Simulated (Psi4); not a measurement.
CHOS, charge +1, singlet, at a GFN2-xTB geometry; Psi4 with MP2/3-21G.

The Psi4 input:
```
memory 2 GB

molecule {
1 1
  O    -0.34180530    0.10102109   -1.68704513
  C    -0.13121664    0.04098022   -0.58326032
  S     0.27585043   -0.09473859    0.97470948
  H    -0.89186473    0.46176743    1.40057134
}

set basis 3-21g
set freeze_core true

energy('mp2')
print_variables()
```

Q: Predict the main parts of the log of this Psi4 run.

A: 
```
    SCF Algorithm Type (re)set to DF.

   => Loading Basis Set <=

    Name: 3-21G
    Role: ORBITAL
    Keyword: BASIS

         ---------------------------------------------------------
                                   SCF
               by Justin Turney, Rob Parrish, Andy Simmonett
                          and Daniel G. A. Smith
                              RHF Reference
         ---------------------------------------------------------

  ==> Geometry <==

    Molecular point group: c1
    Full point group: C1

    Geometry (in Angstrom), charge = 1, multiplicity = 1:

       Center              X                  Y                   Z               Mass
    ------------   -----------------  -----------------  -----------------  -----------------
         O           -0.356219772128     0.108499945808    -1.663949446556    15.994914619570
         C           -0.145631112128     0.048459075808    -0.560164636556    12.000000000000
         S            0.261435957872    -0.087259734192     0.997805163444    31.972071174400
         H           -0.906279202128     0.469246285808     1.423667023444     1.007825032230

  Running in c1 symmetry.

  Rotational constants: A =      9.33991  B =      0.19579  C =      0.19177 [cm^-1]
  Rotational constants: A = 280003.51555  B =   5869.70002  C =   5749.18023 [MHz]
  Nuclear repulsion =   87.758389278374324

  Charge       = 1
  Multiplicity = 1
  Electrons    = 30
  Nalpha       = 15
  Nbeta        = 15

  ==> Algorithm <==

  SCF Algorithm Type is DF.
  DIIS enabled.
  MOM disabled.
  Fractional occupation disabled.
  Guess Type is SAD.
  Energy threshold   = 1.00e-08
  Density threshold  = 1.00e-08
  Integral threshold = 1.00e-12

  ==> Primary Basis <==

  Basis Set: 3-21G
    Blend: 3-21G
    Number of shells: 19
    Number of basis functions: 33
    Number of Cartesian functions: 33
    Spherical Harmonics?: false
    Max angular momentum: 1

   => Loading Basis Set <=

    Name: (3-21G AUX)
    Role: JKFIT
    Keyword: DF_BASIS_SCF

  ==> Integral Setup <==

  SCF_SUBTYPE=INCORE selected. In-core MEM_DF algorithm will be used.
  Using in-core AOs.

  ==> MemDFJK: Density-Fitted J/K Matrices <==

    J tasked:                   Yes
    K tasked:                   Yes
    wK tasked:                   No
    Algorithm:                 Core
    Schwarz Cutoff:           1E-12
    Mask sparsity (%):       2.5712
    Fitting Condition:        1E-10

   => Auxiliary Basis Set <=

  Basis Set: (3-21G AUX)
    Blend: DEF2-UNIVERSAL-JKFIT
    Number of shells: 94
    Number of basis functions: 357
    Number of Cartesian functions: 357
    Spherical Harmonics?: false
    Max angular momentum: 4

  Minimum eigenvalue in the overlap matrix is 1.9414016651E-02.
  Reciprocal condition number of the overlap matrix is 5.6358614615E-03.
    Using symmetric orthogonalization.

  ==> Pre-Iterations <==

  SCF Guess: Superposition of Atomic Densities via on-the-fly atomic UHF (no occupation information).

   -------------------------
    Irrep   Nso     Nmo
   -------------------------
     A         33      33
   -------------------------
    Total      33      33
   -------------------------

  ==> Iterations <==

                           Total Energy        Delta E     RMS |[F,P]|

   @DF-RHF iter SAD:  -507.91032203816877   -5.07910e+02   0.00000e+00
   @DF-RHF iter   1:  -507.76239833468998    1.47924e-01   1.36115e-02 DIIS/ADIIS
   @DF-RHF iter   2:  -507.81685127482899   -5.44529e-02   1.26678e-02 DIIS/ADIIS
   @DF-RHF iter   3:  -507.87861564515515   -6.17644e-02   1.86893e-03 DIIS/ADIIS
   @DF-RHF iter   4:  -507.88105015818314   -2.43451e-03   6.45378e-04 DIIS/ADIIS
   @DF-RHF iter   5:  -507.88150064372866   -4.50486e-04   1.77187e-04 DIIS/ADIIS
   @DF-RHF iter   6:  -507.88156802378620   -6.73801e-05   5.14074e-05 DIIS
   @DF-RHF iter   7:  -507.88157234237883   -4.31859e-06   1.66310e-05 DIIS
   @DF-RHF iter   8:  -507.88157300693933   -6.64561e-07   6.41899e-06 DIIS
   @DF-RHF iter   9:  -507.88157313891173   -1.31972e-07   2.07188e-06 DIIS
   @DF-RHF iter  10:  -507.88157315452401   -1.56123e-08   4.46728e-07 DIIS
   @DF-RHF iter  11:  -507.88157315517651   -6.52506e-10   8.85955e-08 DIIS
   @DF-RHF iter  12:  -507.88157315518907   -1.25624e-11   2.44226e-08 DIIS
   @DF-RHF iter  13:  -507.88157315519044   -1.36424e-12   5.78476e-09 DIIS
  Energy and wave function converged.

  ==> Post-Iterations <==

    Orbital Energies [Eh]
    ---------------------

    Doubly Occupied:

       1A    -91.673177     2A    -20.911740     3A    -11.695041
       4A     -9.275459     5A     -6.949621     6A     -6.946540
       7A     -6.943245     8A     -1.859898     9A     -1.426745
      10A     -1.070817    11A     -0.993267    12A     -0.964309
      13A     -0.947593    14A     -0.804981    15A     -0.709183

    Virtual:

      16A     -0.185121    17A     -0.147525    18A     -0.069093
      19A     -0.061146    20A      0.121898    21A      0.410088
      22A      0.425623    23A      0.431487    24A      0.603340
      25A      0.622382    26A      0.634323    27A      0.851366
      28A      0.883103    29A      1.379565    30A      1.517906
      31A      1.534846    32A      1.542036    33A      3.362643

    Final Occupation by Irrep:
              A
    DOCC [    15 ]
    NA   [    15 ]
    NB   [    15 ]

  @DF-RHF Final Energy:  -507.88157315519044

   => Energetics <=

    Nuclear Repulsion Energy =             87.7583892783743238
    One-Electron Energy =                -864.9366934617438574
    Two-Electron Energy =                 269.2967310281790674
    Total Energy =                       -507.8815731551904378

Computation Completed

Properties will be evaluated at   0.000000,   0.000000,   0.000000 [a0]

Properties computed using the SCF density matrix

 Multipole Moments:

 ------------------------------------------------------------------------------------
     Multipole            Electronic (a.u.)      Nuclear  (a.u.)        Total (a.u.)
 ------------------------------------------------------------------------------------

 L = 1.  Multiply by 2.5417464519 to convert [e a0] to [Debye]
 Dipole X            :          0.3187787           -0.8444217           -0.5256430
 Dipole Y            :         -0.1696395            0.4381227            0.2684832
 Dipole Z            :         -0.6350056            1.3529801            0.7179745
 Magnitude           :                                                    0.9294467

 ------------------------------------------------------------------------------------

  //>>>>>>>>>>>>>>>>>>>>>>>>>>>>>>>>>>>//
  //               DFMP2               //
  //<<<<<<<<<<<<<<<<<<<<<<<<<<<<<<<<<<<//

   => Loading Basis Set <=

    Name: (3-21G AUX)
    Role: RIFIT
    Keyword: DF_BASIS_MP2

	 --------------------------------------------------------
	                          DF-MP2
	      2nd-Order Density-Fitted Moller-Plesset Theory

	        Rob Parrish, Justin Turney, Andy Simmonett,
	           Ed Hohenstein, and C. David Sherrill
	 --------------------------------------------------------

   => Auxiliary Basis Set <=

  Basis Set: (3-21G AUX)
    Blend: DEF2-SVP-RI
    Number of shells: 58
    Number of basis functions: 172
    Number of Cartesian functions: 198
    Spherical Harmonics?: true
    Max angular momentum: 3

	 --------------------------------------------------------
	                 NBF =    33, NAUX =   172
	 --------------------------------------------------------
	   CLASS    FOCC     OCC    AOCC    AVIR     VIR    FVIR
	   PAIRS       7      15       8      18      18       0
	 --------------------------------------------------------

	-----------------------------------------------------------
	 ==================> DF-MP2 Energies <====================
	-----------------------------------------------------------
	 Reference Energy          =    -507.8815731551904378 [Eh]
	 Singles Energy            =      -0.0000000000000000 [Eh]
	 Same-Spin Energy          =      -0.0757954164198943 [Eh]
	 Opposite-Spin Energy      =      -0.2136167333633840 [Eh]
	 Correlation Energy        =      -0.2894121497832782 [Eh]
	 Total Energy              =    -508.1709853049737262 [Eh]
	-----------------------------------------------------------
	 ================> DF-SCS-MP2 Energies <==================
	-----------------------------------------------------------
	 SCS Same-Spin Scale       =       0.3333333333333333 [-]
	 SCS Opposite-Spin Scale   =       1.2000000000000000 [-]
	 SCS Same-Spin Energy      =      -0.0252651388066314 [Eh]
	 SCS Opposite-Spin Energy  =      -0.2563400800360608 [Eh]
	 SCS Correlation Energy    =      -0.2816052188426922 [Eh]
	 SCS Total Energy          =    -508.1631783740331230 [Eh]
	-----------------------------------------------------------

  Variable Map:
  ----------------------------------------------------------------------------
  "CURRENT CORRELATION ENERGY"           =>      -0.289412149783
  "CURRENT ENERGY"                       =>    -508.170985304974
  "CURRENT REFERENCE ENERGY"             =>    -507.881573155190
  "CUSTOM SCS-MP2 CORRELATION ENERGY"    =>      -0.281605218843
  "CUSTOM SCS-MP2 TOTAL ENERGY"          =>    -508.163178374033
  "DD SOLVATION ENERGY"                  =>       0.000000000000
  "HF KINETIC ENERGY"                    =>     507.401541535967
  "HF POTENTIAL ENERGY"                  =>   -1015.283114691158
  "HF TOTAL ENERGY"                      =>    -507.881573155190
  "HF VIRIAL RATIO"                      =>       2.000946058654
  "MP2 CORRELATION ENERGY"               =>      -0.289412149783
  "MP2 DOUBLES ENERGY"                   =>      -0.289412149783
  "MP2 OPPOSITE-SPIN CORRELATION ENERGY" =>      -0.213616733363
  "MP2 SAME-SPIN CORRELATION ENERGY"     =>      -0.075795416420
  "MP2 SINGLES ENERGY"                   =>      -0.000000000000
  "MP2 TOTAL ENERGY"                     =>    -508.170985304974
  "NUCLEAR REPULSION ENERGY"             =>      87.758389278374
  "ONE-ELECTRON ENERGY"                  =>    -864.936693461744
  "PCM POLARIZATION ENERGY"              =>       0.000000000000
  "PE ENERGY"                            =>       0.000000000000
  "SCF ITERATION ENERGY"                 =>    -507.881573155190
  "SCF ITERATIONS"                       =>      13.000000000000
  "SCF TOTAL ENERGY"                     =>    -507.881573155190
  "SCS-MP2 CORRELATION ENERGY"           =>      -0.281605218843
  "SCS-MP2 TOTAL ENERGY"                 =>    -508.163178374033
  "TWO-ELECTRON ENERGY"                  =>     269.296731028179

  Array Variable Map:
  ----------------------------------------------------------------------------
  "CURRENT DIPOLE"                       =>      -0.525642992728 ... 0.717974497653 1 by 3
  "SCF DIPOLE"                           =>      -0.525642992728 ... 0.717974497653 1 by 3
  "SCF TOTAL ENERGIES"                   =>    -507.910322038169 ... -507.881573155190 1 by 14
```
